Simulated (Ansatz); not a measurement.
Job for Ansatz (a first-principles code): R-PBE0/def2-TZVPPD on AsFH4 (a complex). Files ending in .json are basis or fitting sets from the Basis Set Exchange.

Ansatz 0.2 input:
```yaml
crystal:
  periodic: [false, false, false]
  atoms:
    - {symbol: F, position_ang: [0.83298341, -0.55984759, -0.25489031]}
    - {symbol: H, position_ang: [0.55077934, -0.32185962, 0.60610121]}
    - {symbol: As, position_ang: [-0.16615097, 0.28404701, 2.80959058]}
    - {symbol: H, position_ang: [0.62439474, -0.09216898, 4.04940483]}
    - {symbol: H, position_ang: [-1.49522954, -0.17146123, 3.38382181]}
    - {symbol: H, position_ang: [-0.35317878, 1.72967847, 3.23249768]}
basis:
  gaussian:
    orbitals: def2-TZVPPD.json
hamiltonian:
  xc: {name: PBE0}
scf: {lower_state_search: off}
```

Program output:

```
WARN ansatz: RAYON_NUM_THREADS=2 ignored (pool sized by the plan → 2); use --threads N
Functional definition: PBE0
these checks for a lower state are left out or cut short: stability, starts, cluster_reference, orbital_swaps, neighbouring_geometries, increment
integrals: 0.06 GiB planned
870 factors; their error is unknown
mean field: 0.60 GiB planned
mean field evaluation 1: about -63612.6553 eV, gradient 3.4e1 eV
mean field evaluation 2: about -63610.6192 eV, gradient 5.2e1 eV
mean field evaluation 4: about -63614.2506 eV, gradient 5.9e-1 eV
mean field evaluation 8: about -63614.4978 eV, gradient 4.3e-1 eV
mean field evaluation 16: about -63614.4980 eV, gradient 1.3e-6 eV
mean field -63614.49795828 eV, -2337.7896805112 hartree, gradient 1.3e-6 eV, S^2 0.000000; 0 other end points of the search recorded, 0 dependent functions left out
reference -63614.49799567 eV, -2337.7896818853 hartree; 23, 23 occupied and 139, 139 virtual orbitals, 870 factors
Total energy: -63614.49799567 eV, -2337.7896818853 hartree
Checks for a lower state left out: stability, starts, cluster_reference, orbital_swaps, neighbouring_geometries, increment
```

The calculation finished and met its thresholds.

Cost: around 1.4 core-seconds (rough).
